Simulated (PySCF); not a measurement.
Species: C2H3Cl3Si.
Atom-mapped SMILES: `[CH2:1]=[CH:2][Si:3]([Cl:4])([Cl:5])[Cl:6]` (hydrogens: H7, H8 on C1; H9 on C2)

Method: PBE0-D3(BJ)/def2-TZVP geometry optimisation, gas phase in PySCF 2.14.0; density fitting, grid level 2; the optimiser is geomeTRIC in internal coordinates, started from a GFN2-xTB structure with every atom displaced at random (about 0.01 Å).

Geometry at step 1:
```
atom  x, y, z in Å
C1      1.3414    0.8673   -0.1561
C2      0.7122   -0.2122    0.2760
Si3    -1.0841   -0.5348    0.0189
Cl4    -1.8103    1.1501   -0.8793
Cl5    -2.0994   -0.7913    1.7700
Cl6    -1.5237   -2.1215   -1.1831
H7      2.4112    0.9722    0.0366
H8      0.8247    1.6145   -0.7425
H9      1.2619   -0.9714    0.8355
```

**Question.** Give the atomic forces at this geometry.

**Answer.** 
```json
{"atom": "C1", "Fx (eV/Å)": "0.431", "Fy (eV/Å)": "-0.132", "Fz (eV/Å)": "-0.097"}
{"atom": "C2", "Fx (eV/Å)": "-0.298", "Fy (eV/Å)": "-0.888", "Fz (eV/Å)": "0.382"}
{"atom": "Si3", "Fx (eV/Å)": "-0.139", "Fy (eV/Å)": "0.516", "Fz (eV/Å)": "-0.159"}
{"atom": "Cl4", "Fx (eV/Å)": "-0.239", "Fy (eV/Å)": "0.000", "Fz (eV/Å)": "-0.082"}
{"atom": "Cl5", "Fx (eV/Å)": "0.177", "Fy (eV/Å)": "-0.068", "Fz (eV/Å)": "-0.041"}
{"atom": "Cl6", "Fx (eV/Å)": "0.180", "Fy (eV/Å)": "0.017", "Fz (eV/Å)": "0.120"}
{"atom": "H7", "Fx (eV/Å)": "-0.242", "Fy (eV/Å)": "0.225", "Fz (eV/Å)": "-0.113"}
{"atom": "H8", "Fx (eV/Å)": "0.105", "Fy (eV/Å)": "0.214", "Fz (eV/Å)": "0.033"}
{"atom": "H9", "Fx (eV/Å)": "0.025", "Fy (eV/Å)": "0.117", "Fz (eV/Å)": "-0.043"}
```

The largest, 1.01 eV/Å, acts on C2; the rms over all components is 0.265 eV/Å. The forces sum to zero within rounding, as they must for an isolated molecule in no field.

**Question.** Give the force on C2 in Eh/bohr and in nN.

**Answer.** 1.012 eV/Å ÷ 51.422 = 0.01967 Eh/bohr, and 1.012 eV/Å × 1.602 = 1.62 nN.

**Question.** How far is this geometry from the end of the optimisation?

**Answer.** 0.063 eV above it, and 0.073 Å rms away after alignment. The bonds farthest from their final lengths, with half the difference of the two atoms' forces along the bond (positive lengthens):

```csv
bond,now (Å),final (Å),force along bond (eV/Å)
C2–Si3,1.843,1.836,-0.16
Si3–Cl4,2.043,2.036,-0.21
C1=C2,1.322,1.329,+0.56
C1–H7,1.092,1.086,-0.31
C1–H8,1.081,1.085,+0.16
Si3–Cl5,2.040,2.037,+0.01
```

The angle farthest from its final value is C2–Si3–Cl4, 105.3° against 110.9°.

The cost below is that of the whole optimisation. Hardware: one thread, AMD EPYC 7R43 (x86_64), no GPU, shared host. Cost: 2.6 min of wall time, 0.89 GiB resident at most.
